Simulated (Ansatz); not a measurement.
Gas-phase reaction in SMILES: CCCCCO -> [CH2]CCCCO + H atom (the C-H bond at the site shown breaks; other sites are not compared here)
Structures are relaxed separately at B3LYP-D3(BJ)/def2-TZVP in Ansatz (a first-principles code), one conformer each, not searched for the lowest. Frequencies are from Ansatz.
Geometry of the first species:
```
C
H 1 1.0957
H 1 1.0958 2 106.06
C 1 1.5266 2 109.30 3 -118.02
H 4 1.0939 1 110.11 2 -63.19
H 4 1.0970 5 106.61 1 118.51
C 4 1.5214 5 108.66 6 117.41
H 7 1.0916 4 110.16 5 62.67
H 7 1.0982 8 107.26 4 -119.68
O 7 1.4242 8 105.36 9 -117.93
H 10 0.9633 7 108.41 8 179.95
C 1 1.5270 2 109.14 3 117.47
H 12 1.0947 1 109.12 2 64.54
H 12 1.0949 13 106.11 1 -117.48
C 12 1.5258 13 109.60 14 -118.24
H 15 1.0915 12 111.49 13 58.05
H 15 1.0927 16 107.74 12 122.10
H 15 1.0927 16 107.74 17 115.76
```

Quantity: bond dissociation energy (enthalpy at 298 K, with B3LYP-D3(BJ) rigid-rotor harmonic-oscillator terms), in kJ/mol. Correlated levels leave the core frozen unless marked. Open shells are spin-unrestricted. No spin-orbit coupling. Non-relativistic. CBS(X,Y): correlation extrapolated as X^-3; Hartree-Fock from the larger set. The bracket is a focal-point correction in the basis named.

```csv
level,program,bond dissociation energy (kJ/mol)
PBE-D3(BJ)/def2-TZVPD,Ansatz + dftd3,407.9
PBE-D4/def2-TZVPD,Ansatz + dftd4,407.7
BLYP-D3(BJ)/def2-TZVPD,Ansatz + dftd3,408.9
PBE0/STO-3G,Ansatz,540.1
PBE0-D3(BJ)/def2-TZVPD,Ansatz + dftd3,407.4
PBE0-D4/def2-TZVPD,Ansatz + dftd4,407.2
BHLYP-D3(BJ)/def2-TZVPD,Ansatz + dftd3,409.7
BHLYP/def2-TZVPD,Ansatz,408.0
HSE06/def2-TZVPD,Ansatz,(withheld)
CAM-B3LYP-D4/def2-TZVPD,Ansatz + dftd4,416.3
wB97M-V/def2-TZVPD,Ansatz,(withheld)
CCSD/6-31G,Ansatz,(withheld)
"RI-MP2/CBS(cc-pVTZ,cc-pVQZ)+[CCSD(T)-MP2]/cc-pVTZ",Ansatz,426.9
```

Task: What belongs in the gaps?

Result: 
- HSE06/def2-TZVPD, bond dissociation energy (kJ/mol): 406.5
- wB97M-V/def2-TZVPD, bond dissociation energy (kJ/mol): 422.1
- CCSD/6-31G, bond dissociation energy (kJ/mol): 377.3
